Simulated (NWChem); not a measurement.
Molecule: CH$_{2}$ClNO$_{2}$Si; SMILES O=C=N[Si@@H](O)Cl

```xyz
8

O      0.4693    -3.3034     0.1876
C      0.1365    -2.1889     0.0200
N     -0.2282    -1.0553    -0.1496
Si    -0.4993     0.6073    -0.4185
O     -1.7934     1.1504     0.4325
Cl     1.2307     1.6056     0.1329
H     -0.7831     0.8671    -1.8328
H     -1.7777     1.0797     1.3979
```
Atoms are numbered in this order, from 1.

All runs: NWChem. Coordinates come from a B3LYP/6-31G* (spherical d) optimisation.

For level TPSS/aug-cc-pVDZ:

```yaml
highest occupied level (eV): -7.65
orbital gap (eV): 6.51
```

**Question.** How do the values read with level TPSS/cc-pVDZ instead?

**Answer.** 
| Quantity | Value |
|---|---|
| highest occupied level (eV) | -7.38 |
| orbital gap (eV) | 6.80 |
